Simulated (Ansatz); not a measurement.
`C[Se][SiH](F)Cl` + `CC[SiH3]` → `F[SiH](Cl)C[SiH3]` + `C[Se]C`  (redistribution)

Isolated molecules relaxed with PBE0-D4/def2-TZVP in Ansatz; ΔE leaves out vibrations. CBS: MP2 limit from def2 TZ/QZ plus the TZ coupled-cluster correction, frozen cores. Functionals use def2-TZVPP. For Se outer-core shells are correlated without core-valence functions, which leaves a few kJ/mol of doubt a bond. Scalar relativity is left out up to krypton. One conformer a species, not always the lowest.

Is it downhill or uphill in electronic energy at CCSD(T)/CBS, and by how much? (Estimate.)

Computed: Uphill: ΔE = +35.9 kJ/mol.

What do these levels give: ωB97X-V, PBE0, CCSD(T)/def2-TZVPP, HF/def2-QZVPP, HF/CBS(def2), CCSD/CBS(def2)? (Best estimate.)

Computed: ωB97X-V 33.8, PBE0 37.4, CCSD(T)/def2-TZVPP 30.8, HF/def2-QZVPP 32.7, HF/CBS(def2) 32.6, CCSD/CBS(def2) 35.7 kJ/mol.

Largest T1 diagnostic among the species: 0.011.
